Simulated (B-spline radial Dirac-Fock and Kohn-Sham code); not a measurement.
# How the binding energies of Pr⁺ add up

System: the Pr⁺ ion, configuration 1s2 2s2 2p6 3s2 3p6 3d10 4s2 4p6 4d10 4f3 5s2 5p6 6s1, inside a Watson sphere of charge -1 and radius 1.8 Å (a model of the Madelung potential; inside it an electron's potential energy is raised by 8.0 eV); nuclear rms radius 4.8919 fm (A = 141).

The run's input, task.json:

```json
{"items": [{
  "Z": 59,
  "q": 1,
  "cfg": [[1, 0, 2], [2, 0, 2], [2, 1, 6], [3, 0, 2], [3, 1, 6], [3, 2, 10], [4, 0, 2], [4, 1, 6], [4, 2, 10], [4, 3, 3], [5, 0, 2], [5, 1, 6], [6, 0, 1]],
  "A": 141,
  "rrms": 4.8919,
  "watson": [-1, 1.8],
  "do": ["binding"]
}]}
```

Command: `python xray_run.py task.json out`

Calculated with an atomic code on a B-spline grid, using relaxed Dirac-Fock hole states (ΔSCF) with Breit and QED corrections and a finite nucleus. Correlation and solid-state effects are left out. Energies are counted from the vacuum level. Subshells whose hole state is unreliable or did not converge are left out.

All terms are in eV, carry their sign (relaxation lowers the binding energy) and add up to the binding energy; ⟨r⟩ is the mean radius of the orbital in the initial state.

```
subshell  −ε (Koopmans)  relaxation    Breit     QED  binding energy  ⟨r⟩ (bohr)
       K        42229.1      -73.80  -109.02  -56.01         41990.3       0.024
      L1         6902.2      -41.37   -10.95   -7.36          6842.5       0.102
      L2         6505.9      -45.22   -18.30    0.40          6442.8       0.086
      L3         6022.2      -43.47   -11.82   -0.42          5966.4       0.092
      M1         1535.1      -20.82    -1.73   -1.58          1511.0       0.271
      M2         1365.9      -21.46    -3.05    0.07          1341.5       0.261
      M3         1267.9      -20.71    -1.77   -0.08          1245.3       0.273
      M4          976.5      -22.59    -1.11    0.15           952.9       0.245
      M5          955.6      -22.29    -0.60    0.09           932.8       0.248
      N1          324.6       -8.85    -0.31   -0.35           315.1       0.622
      N2          259.1       -8.55    -0.56    0.03           250.0       0.641
      N3          237.8       -8.11    -0.28   -0.01           229.4       0.667
      N4          128.5       -7.45    -0.10    0.04           120.9       0.723
      N5          124.7       -7.30     0.00    0.03           117.4       0.733
    N6,7           7.85       -4.39     0.10    0.02            3.57       1.096
      O2          28.06       -1.73    -0.06    0.01           26.27       1.718
      O3          25.04       -1.59    -0.03    0.00           23.43       1.801
      P1           3.89       -0.01     0.00    0.00            3.87       5.440
```

For the deepest level, K (1s), the Breit terms make up -0.260 % of the binding energy, QED -0.133 % and orbital relaxation -0.176 %.

Spin-orbit splittings: 2p 476.4 eV, 3p 96.19 eV, 3d 20.10 eV, 4p 20.57 eV, 4d 3.55 eV, 5p 2.83 eV.
